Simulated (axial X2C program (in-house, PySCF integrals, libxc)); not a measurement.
**TeN: nuclear properties from DFT to coupled cluster**

Calculated with an axial X2C code built on PySCF integrals: two-component X2C with atomic mean-field Coulomb and Gaunt terms, Gaussian nuclei, basis Te dyall-acv3z, N dyall-av3z with contracted cores.

R = 1.868 Å (near the PBE0 minimum at charge 0 of the determinant lowest at the starting distance; the state shown can have its own minimum elsewhere); state Ω = 1/2 (⟨Sz⟩ = -0.50, ⟨Lz⟩ = 1.00 at PBE0).

```tsv
level	Eeff magnitude (GV/cm)	Ws magnitude Te (kHz)	A∥/gI Te (MHz)	qzz Te (a.u.)	A∥/gI N (MHz)	μ (D)
PBE0	1.83	1.72	1980	1.21	305	-2.65
HF	4.6	5.01	2160	3.29	66.6	-1.82
B3LYP	1.68	1.56	1950	1.23	316	-2.78
```

Eeff is the effective electric field on the electron electric dipole moment in this Ω state and Ws the scalar–pseudoscalar constant of the nucleus named (defined with the proton number Z and per Ω); A∥ (defined per Ω) follows by multiplying with gI = μI/(I μN); qzz is the electric field gradient, eQq0 = 234.96 MHz × Q/barn × qzz; μ is positive if the N end (last atom) is positive. The operators were transformed with the bare-nucleus X2C matrices; with these basis sets, hyperfine constants and field gradients can be off by tens of per cent, and where levels differ in sign neither size nor sign is settled.

Finite-field MP2, CCSD and CCSD(T), with 21 electrons correlated in 130 natural virtual spinors (MP2 remainder added):

| level | Eeff magnitude (GV/cm) | Ws magnitude Te (kHz) | A∥/gI Te (MHz) | qzz Te (a.u.) | A∥/gI N (MHz) | μ (D) |
| --- | --- | --- | --- | --- | --- | --- |
| MP2 | 1.93 | 1.88 | 2120 | 1.65 | 205 | -2.53 |
| CCSD | 2.12 | 2.08 | 2150 | 1.30 | 242 | -2.65 |
| CCSD(T) | 1.69 | 1.58 | 2170 | 0.84 | 266 | -2.76 |

T1 = 0.049 (Lee–Taylor), a sign of multireference character. One unrestricted determinant, the lowest of a limited PBE0 search, is the reference; the functionals treat spin collinearly. Eeff spreads by more than a factor of two over the levels. Correlation of the inner shells is missing, which matters for properties at the nucleus. Number of frozen shells: Te 4 s, 3 p, 1 d; N 1 s.

(1) By how much does correlation change each value, CCSD(T) against HF?

## Answers

(1) Eeff magnitude -63 %; Ws magnitude Te -68 %; A∥/gI Te 0 %; qzz Te -74 %; A∥/gI N 299 %; μ 52 %.
